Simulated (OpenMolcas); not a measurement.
**Ho²⁺: effect of the basis set**

* Program: OpenMolcas
* Method: CASSCF
* Active space: 11 electrons in 7 orbitals (4f)
* State averaging: 2S+1 = 4 odd, 35 roots; 2S+1 = 2 odd, 112 roots (96 in the spin-orbit step)
* Spin-orbit coupling: state interaction with AMFI integrals over the reference wave functions, term energies averaged over their components

A. ANO-R1 [7s5p3d2f], X2C, finite nucleus; cost roughly 25 core-seconds
B. ANO-RCC-VDZP [7s6p4d2f1g], DKH2, point nucleus; cost of the order of 60 core-seconds
C. ANO-R2 [8s6p4d3f1g], X2C, finite nucleus; cost about 6 core-minutes
D. ANO-RCC-VTZP [8s7p5d3f2g1h], DKH2, point nucleus; cost of the order of 5 core-minutes
E. ANO-RCC-VQZP [9s8p6d4f3g2h], DKH2, point nucleus; cost roughly 4 core-minutes
F. ANO-R3 [9s8p5d5f3g2h], X2C, finite nucleus; cost of the order of 6 core-minutes

Energies in cm⁻¹ above 4f¹¹ ⁴I°_15/2, the measured ground level; measured values from Martin, Zalubas and Hagan, Atomic Energy Levels: The Rare-Earth Elements, NSRDS-NBS 60 (1978); whole-number values converted from NIST levels in rydberg listed in Nahar, Atoms 12, 24 (2024).

```tsv
Level	A	B	C	D	E	F	Measured
4f¹¹ ⁴I°_15/2	0.0	0.0	0.0	0.0	0.0	0.0	0.0
4f¹¹ ⁴I°_13/2	5536	5514	5547	5539	5539	5545	5439
4f¹¹ ⁴I°_11/2	9073	9050	9088	9077	9078	9085	8644
4f¹¹ ⁴I°_9/2	11593	11573	11609	11597	11598	11606	10770
4f¹¹ ⁴F°_9/2 [64 %]	17379	17431	17370	17371	17372	17371	13330
4f¹¹ ²H°_11/2(1)	20358	20398	20364	20360	20361	20364	16891
4f¹¹ ⁴S°_3/2	21443	21494	21434	21432	21434	21434	
4f¹¹ ⁴F°_7/2	22650	22683	22650	22644	22645	22649	17867
4f¹¹ ⁴F°_5/2	24490	24524	24490	24483	24485	24489	19375
4f¹¹ ⁴F°_3/2 [72 %]	24807	24847	24805	24799	24800	24804	
4f¹¹ ²K°_15/2	29073	29140	29066	29062	29065	29066	
4f¹¹ ⁴G°_11/2	29710	29772	29705	29700	29702	29705	
4f¹¹ ²G°_7/2 [75 %]	29892	29941	29896	29888	29890	29895	
4f¹¹ ²K°_13/2	33813	33867	33817	33807	33809	33815	
4f¹¹ ⁴G°_7/2	36495	36537	36501	36488	36491	36499	
4f¹¹ ²P°_1/2	36557	36637	36546	36540	36543	36546	
4f¹¹ ⁴G°_5/2	37158	37210	37157	37146	37148	37155	
4f¹¹ ²D°_5/2(1)	37866	37930	37862	37852	37855	37860	
4f¹¹ ²I°_11/2	45616	45734	45582	45579	45582	45582	
4f¹¹ ⁴D°_5/2 [54 %]	45655	45790	45620	45621	45624	45621	
4f¹¹ ²L°_17/2	45897	46012	45865	45861	45864	45865	
4f¹¹ ²I°_13/2	47129	47230	47106	47099	47102	47105	
4f¹¹ ⁴D°_7/2	47348	47468	47328	47325	47329	47328	
4f¹¹ ⁴D°_3/2 [74 %]	49753	49867	49732	49727	49731	49732
```

Deviations, from unrounded energies. A percentage is the sum of absolute deviations over the sum of measured energies, with the sign that they share, or ± where signs differ.

```csv
Against measurement,Levels,A,B,C,D,E,F
mean absolute deviation (cm-1),7,2700,2700,2700,2700,2700,2700
fine structure of the ground term (%),3,+5.4,+5.2,+5.6,+5.5,+5.5,+5.6
other terms of the ground configuration (%),4,+25.8,+26.0,+25.8,+25.8,+25.8,+25.8
```

A, B, C, D, E, F lie about equally close to measurement. The largest miss of D in the table is 4f¹¹ ⁴F°_5/2, by +5100 cm-1. The ranking rests on the paired levels alone, and a cruder setting can come out closer through cancelling errors.

Among A to F the level of the table that moves most is 4f¹¹ ⁴D°_5/2 [54 %], by 170 cm-1 (lowest in C, highest in B).

High states are left out of the spin-orbit mixing, which shifts the levels that they would mix with. Without dynamic correlation excited terms often stand tens of per cent too high (terms of higher spin than the ground term too low), and those without a measured partner can miss by more than the paired ones. Some levels mix across a computed gap that differs much from the measured one, so their mixing is not that of the real levels. Computed and measured levels are paired by configuration, term and J; levels that our copy of the source lacks, or whose pairing is in doubt (as where it misses far off the trend of its configuration), stay unpaired and out of the deviations. Levels of configurations outside the active space are missing. The table leaves out levels that lie high or whose names do not pair safely across all columns.

A share in square brackets marks a mixed level and gives the weight of the term that names it, the lowest over the columns. A number in round brackets counts repeated terms of one configuration in the order of the reference energies. ° marks odd parity.
